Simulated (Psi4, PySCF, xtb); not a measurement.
Intermolecular potential of C2H2 ··· C4H5N (SMILES C#C and c1cc[nH]c1), singlet. Monomers: optimised at B3LYP-D3(BJ) (def2-TZVP), held rigid. Orientation: lowest of the rigid-body minima from ten starts at GFN2-xTB. The monomers approach along the line of their centres of mass (distance R); nothing else relaxes.

- GFN1-xTB (xtb)
- RHF/3-21G = restricted Hartree-Fock/3-21G, no counterpoise correction (PySCF)
- RHF/6-31G* = PySCF with restricted Hartree-Fock/6-31G*, spherical d, no counterpoise correction
- SAPT0/jun-cc-pVDZ, frozen core (Psi4)

Interaction energies in kcal/mol; the last columns give the difference from SAPT0:

```tsv
R / Å	GFN1-xTB	RHF/3-21G	RHF/6-31G*	SAPT0/jun-cc-pVDZ	GFN1-xTB − SAPT0/jun-cc-pVDZ	RHF/3-21G − SAPT0/jun-cc-pVDZ	RHF/6-31G* − SAPT0/jun-cc-pVDZ
3.85	4.86	10.86	11.29	5.36	-0.50	5.50	5.93
4.04	0.73	3.29	4.09	0.59	0.14	2.69	3.50
4.24	-1.04	-0.52	0.20	-1.69	0.65	1.17	1.89
4.46	-1.56	-2.14	-1.67	-2.60	1.04	0.45	0.92
4.69	-1.45	-2.55	-2.28	-2.69	1.24	0.14	0.42
4.89	-1.20	-2.48	-2.28	-2.47	1.27	-0.01	0.18
5.13	-0.90	-2.17	-2.04	-2.08	1.18	-0.09	0.04
5.49	-0.56	-1.56	-1.54	-1.51	0.95	-0.04	-0.02
5.92	-0.34	-0.93	-0.99	-1.01	0.68	0.09	0.03
6.65	-0.16	-0.42	-0.44	-0.53	0.37	0.12	0.09
7.64	-0.07	-0.20	-0.20	-0.26	0.19	0.05	0.05
8.92	-0.03	-0.10	-0.10	-0.12	0.09	0.02	0.02
```

GFN1-xTB is furthest from SAPT0/jun-cc-pVDZ at 4.89 (1.27 kcal/mol, above); its mean absolute difference over the points is 0.69 kcal/mol.

RHF/3-21G is furthest from SAPT0/jun-cc-pVDZ at 3.85 (5.50 kcal/mol, above); its mean absolute difference over the points is 0.86 kcal/mol.

RHF/6-31G* is furthest from SAPT0/jun-cc-pVDZ at 3.85 (5.93 kcal/mol, above); its mean absolute difference over the points is 1.09 kcal/mol.
